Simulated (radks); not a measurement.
Results of a calculation; reference values are marked as such.
Q: La III, 55 electrons, occupied as [Kr] 4d10 5s2 5p5 5d1 6s1 (not the ground configuration). Level of theory: Dirac Kohn-Sham, PBE, spin-unpolarised, spherical densities, point nucleus; open shells are shared between the two j in proportion to 2j + 1 (a radial shooting solver on a logarithmic mesh with Libxc functionals). Some entries of the table are withheld. Estimate them.

orbital     occ.  eigenvalue (hartree)  <1/r> (bohr^-1)
1s1/2          2             -1423.611            62.03
2s1/2          2             -227.1003              (1)
2p1/2          2             -214.2078            14.57
2p3/2          4             -199.0250            13.25
3s1/2          2             -49.10436            5.254
3p1/2          2             -43.67139              (2)
3p3/2          4             -40.71209              (3)
3d3/2          4             -31.20085            4.700
3d5/2          6             -30.56778            4.616
4s1/2          2             -10.44818            2.172
4p1/2          2                   (4)            2.068
4p3/2          4                   (5)            1.961
4d3/2          4              -4.54136              (6)
4d5/2          6              -4.43183              (7)
5s1/2          2              -2.04941              (8)
5p1/2    1.66667              -1.49271           0.7727
5p3/2    3.33333              -1.39419           0.7366
5d3/2        0.4              -0.64643           0.5327
5d5/2        0.6              -0.63593           0.5253
6s1/2          1              -0.55709           0.3559
6p1/2          0              -0.42448           0.3052
6p3/2          0              -0.40814           0.2948

A: 
(1) 2s1/2 <1/r> (bohr^-1): 14.59
(2) 3p1/2 <1/r> (bohr^-1): 5.166
(3) 3p3/2 <1/r> (bohr^-1): 4.837
(4) 4p1/2 eigenvalue (hartree): -8.44886
(5) 4p3/2 eigenvalue (hartree): -7.81889
(6) 4d3/2 <1/r> (bohr^-1): 1.743
(7) 4d5/2 <1/r> (bohr^-1): 1.717
(8) 5s1/2 <1/r> (bohr^-1): 0.8663
